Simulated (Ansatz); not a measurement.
```xyz
7

F     1.4486    1.0541    0.8726
Si    0.4197    0.1371    0.0951
F     1.0854   -1.3004    0.0462
S     0.2017    1.0230   -1.7971
S    -1.4371   -0.0302    1.0707
H    -0.7161    0.1185   -2.1814
H    -1.0022   -1.0021    1.8939
```

The species carries charge 0 and has multiplicity 1.

Problem. List the ωB97M-V/def2-TZVPP orbital energies in eV (Ansatz 0.2.0). (An estimate is asked.)

Solution. Computed: Occupied: -2427.39, -2427.36, -1809.82, -678.02, -677.99, -221.40, -221.37, -164.50, -164.47, -164.43, -164.40, -164.32, -164.30, -150.59, -104.73, -104.71, -104.70, -36.90, -36.36, -24.28, -23.57, -18.77, -17.05, -16.41, -16.26, -15.44, -15.02, -14.82, -14.22, -12.97, -11.84, -10.56, -10.48. Lowest empty: 1.81, 2.02, 2.28, 2.92, 3.09, 3.93, 5.54, 5.98.
